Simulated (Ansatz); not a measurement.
**Ligand exchange: C3H8Mg + BiCl3 → C2H5ClMg + Bi(CH3)Cl2**

Species: C3H8Mg `C[CH2][Mg][CH3]`, singlet; BiCl3 (bismuth trichloride) `[Cl][Bi]([Cl])[Cl]`, singlet; C2H5ClMg `C[CH2][Mg][Cl]`, singlet; Bi(CH3)Cl2, singlet. The partners trade CH3 for Cl: Mg–CH3 and Bi–Cl bonds give way to Mg–Cl and Bi–CH3.

Shapes, held fixed at every level: PBE0-D4/def2-TZVP. Programs: Ansatz 0.2.0. Electronic energies: no zero-point or thermal term.

| level | kind | ΔE (kJ/mol) | less CCSD(T)/def2-TZVPP |
| --- | --- | --- | --- |
| HF/def2-SVP | Hartree–Fock | -153.9 | -26.8 |
| SPW92/def2-TZVPP | LDA | -106.3 | +20.8 |
| r2SCAN-D4/def2-TZVPP | meta-GGA | -117.3 | +9.8 |
| MP2/def2-SVP | perturbation theory | -142.6 | -15.5 |
| MP2/def2-TZVPP | perturbation theory | -127.1 | 0.0 |
| CCSD(T)/def2-SVP | coupled cluster or CI | -140.7 | -13.6 |
| CCSD/def2-SVP | coupled cluster or CI | -143.5 | -16.4 |
| CCSD(T)/def2-TZVPP | coupled cluster or CI | -127.1 | 0.0 |

The highest level, CCSD(T)/def2-TZVPP, gives ΔE = -127.1 kJ/mol; the levels span -153.9 to -106.3. The column of differences is taken from that level and isn't an error. No measured value is set beside it here. For atoms past krypton def2 sets carry core potentials with scalar relativity. Outer-core shells of Bi, Mg are correlated, in sets that cover them unevenly.
